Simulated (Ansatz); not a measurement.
Mulliken charges of `[OH][GeH]1[BH]O[CH2]1` from B3LYP/def2-TZVPP in Ansatz (PBE0-D4/def2-TZVP geometry).

| atom | x (Å) | y (Å) | z (Å) | charge (e) |
| --- | --- | --- | --- | --- |
| O1 | -0.984 | -0.131 | 1.985 | -0.431 |
| Ge2 | 0.253 | 0.275 | 0.762 | 0.357 |
| B3 | 1.008 | -1.225 | -0.467 | 0.069 |
| O4 | 0.352 | -0.729 | -1.538 | -0.214 |
| C5 | -0.455 | 0.410 | -1.113 | -0.184 |
| H6 | -1.126 | 0.583 | 2.610 | 0.177 |
| H7 | 1.031 | 1.508 | 1.277 | -0.034 |
| H8 | 1.710 | -2.186 | -0.543 | 0.033 |
| H9 | -0.197 | 1.277 | -1.724 | 0.111 |
| H10 | -1.510 | 0.166 | -1.247 | 0.117 |

Task: By hand: the dipole of these point charges (1 e Å = 4.8032 D).

Result: Σ q r = (0.216, 0.292, -0.018) e Å, of length 0.364 e Å = 1.75 D.

Task: How does the dipole of the full density compare? (Best estimate.)

Result: The calculation gave: (0.019, 0.409, 0.115) e Å, 2.04 D; the point charges give 0.86 times that, at 38° from its direction.

Point charges leave out the atoms' own dipoles, such as those of lone pairs, and Mulliken's split depends on the basis, so the two needn't agree.

B3LYP here is the variant with VWN-RPA as its local correlation; programs differ in this.
